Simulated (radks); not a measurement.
The mercury ion Hg+, 79 electrons, occupied as [Xe] 4f14 5d10 6s1. Method: scalar-relativistic Kohn-Sham, r2SCAN, spin-polarised, spherical densities, finite nucleus; open shells are filled with parallel spins first (spin-orbit coupling, left out, can overturn this in heavy ions); meta-GGA in the generalised Kohn-Sham scheme; Fermi nuclear charge, rms radius 5.4648 fm; computed with a radial shooting solver on a logarithmic mesh with Libxc functionals. Some entries of the table are withheld. Estimate them.

orbital  occ.  eigenvalue (hartree)  <1/r> (bohr^-1)  r(max) (bohr)
1s up       1             -3059.338            97.53        0.01022
1s down     1             -3059.337            97.53        0.01022
2s down     1             -543.5618            22.90        0.05913
2s up       1             -543.5616            22.90        0.05913
2p down     3             -468.7690            20.28        0.04906
2p up       3             -468.7689            20.28        0.04906
3s up       1             -129.6566            8.501         0.1666
3s down     1             -129.6562            8.501         0.1666
3p up       3             -107.9516            7.729         0.1662
3p down     3             -107.9512            7.729         0.1662
3d up       5             -85.04436            7.258         0.1356
3d down     5             -85.04420            7.258         0.1356
4s up       1             -29.01031            3.640         0.3757
4s down     1             -29.00944            3.640         0.3757
4p up       3             -21.86367            3.285         0.3956
4p down     3             -21.86262            3.286         0.3956
4d up       5             -13.33300            2.946         0.4028
4d down     5             -13.33177            2.947         0.4028
5s up       1              -4.76098            1.496         0.8287
5s down     1              -4.76058            1.496         0.8290
4f up       7              -3.89420            2.533         0.3676
4f down     7              -3.89295            2.533         0.3676
5p up       3              -2.84477            1.273         0.9286
5p down     3              -2.84404            1.274         0.9288
5d up       5              -0.71143              (1)            (2)
5d down     5              -0.69647              (3)            (4)
6s up       1              -0.56611           0.5117          2.141
6s down     0              -0.50657           0.5105          2.131
6p up       0              -0.27112           0.3808            (5)
6p down     0              -0.23303           0.3533            (6)

Answer. 
(1) 5d up <1/r> (bohr^-1): 0.8938
(2) 5d up r(max) (bohr): 1.162
(3) 5d down <1/r> (bohr^-1): 0.9065
(4) 5d down r(max) (bohr): 1.157
(5) 6p up r(max) (bohr): 2.763
(6) 6p down r(max) (bohr): 2.911
